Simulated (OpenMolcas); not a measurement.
W5+ (d1) among equal point charges was computed by CASSCF with the d shell active (OpenMolcas, ANO-RCC-VDZP on the metal). Its lowest spin-free states, and all those of the highest spin:

```
2S+1  Degeneracy  E (cm-1)
   2           1       0.0
   2           2     10207
   2           1     28991
   2           1     41944
```

**Question.** Is the site octahedral, tetrahedral or cube-like, axial, or of lower symmetry?

**Answer.** The states with 2S+1 = 2 have orbital degeneracies 1, 2, 1, 1. There are pairs but no triples, so the site is axial: not cubic, but with a proper or improper axis of order three or more. The run had W5+ among 4 point charges of -2.5 e arranged as a square (D4h), 2.06 Å from the ion.

This is an electrostatic model: the charges have no orbitals. No measured value stands beside these numbers.
